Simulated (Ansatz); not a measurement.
An input meant for the cluster MnF2 (charge 0, doublet; with a point charge).

```yaml
crystal:
  periodic: [false, false, false]
  atoms:
    - {symbol: Mn, position_ang: [-0.000020, 0.000114, -0.000046]}
    - {symbol: F, position_ang: [-1.375039, 0.184901, 1.075090]}
    - {symbol: F, position_ang: [1.375060, -0.185015, -1.075045]}
basis:
  gaussian: {orbitals: "6-31G*", point_charges: [{charge: 0.50, position_ang: [5.467, 0.536, 0.976]}]}
magnetization: {spin_polarized: true, initial_magnetization: 1}
hamiltonian: {xc: {name: PBE1PBE}, dispersion: d4}
scf: {lower_state_search: off}
output: {forces: true}
```

```sh
$ ansatz run in.yaml --threads 4 --pin off --events-out ev --progress --plain --max-ram 3916MiB
```

It prints (some lines left out):

```
Error: YAML parse error: error: line 10 column 19: hamiltonian.xc: no functional is named "PBE1PBE"; the names, which are not case-sensitive, are SVWN5, SPW92, PBE, PBE0, PBEsol, revPBE, revPBE0, RPBE, rPW86-PBE, HSE06, wPBEh, LC-wPBE, HISS, HF, BLYP, B3LYP, B3LYP5, BHLYP, CAM-B3LYP, r2SCAN, r2SCANh, r2SCAN0, r2SCAN50, m-r2SCAN, B97, wB97, wB97X, wB97X-V, B97M-V, wB97M-V, B2PLYP, B2GP-PLYP, PBE0-DH, PBE-QIDH
 8 |   gaussian: {orbitals: "6-31G*", point_charges: [{charge: 0.50, position_ang: [5.46…
 9 | magnetization: {spin_polarized: true, initial_magnetization: 1}
10 | hamiltonian: {xc: {name: PBE1PBE}, dispersion: d4}
11 | scf: {lower_state_search: off}
12 | output: {forces: true}
```

Task: What is wrong with this run?

Result: The method's name isn't one that the program takes here. The input was rejected before any iteration.
